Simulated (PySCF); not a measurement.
**How methods differ on the ionisation energy of Mn+**

Mn+ [Ar] 3d5 4s1 (7S) → Mn(2+) [Ar] 3d5 (6S), as a difference of total energies. Computed with PySCF 2.14 in cc-pVTZ-DK (7s6p4d2f1g, 68 functions), with the spin-free X2C one-electron Hamiltonian (Gaussian nucleus). Correlated levels: valence: [Ar] frozen. The calculations carry no spin-orbit coupling.

| method | ionisation energy (eV) | error (eV) |
| --- | --- | --- |
| UHF | 14.856 | -0.784 |
| PBE0 | 15.978 | +0.338 |
| PBE | 16.303 | +0.663 |
| MP2 (valence) | 15.296 | -0.344 |
| SCS-MP2 (valence) | 15.003 | -0.637 |

Reference: 15.640 eV (measured; NIST Atomic Spectra Database, ionization energies).

Errors of the correlated levels include the incompleteness of this basis and the frozen core.
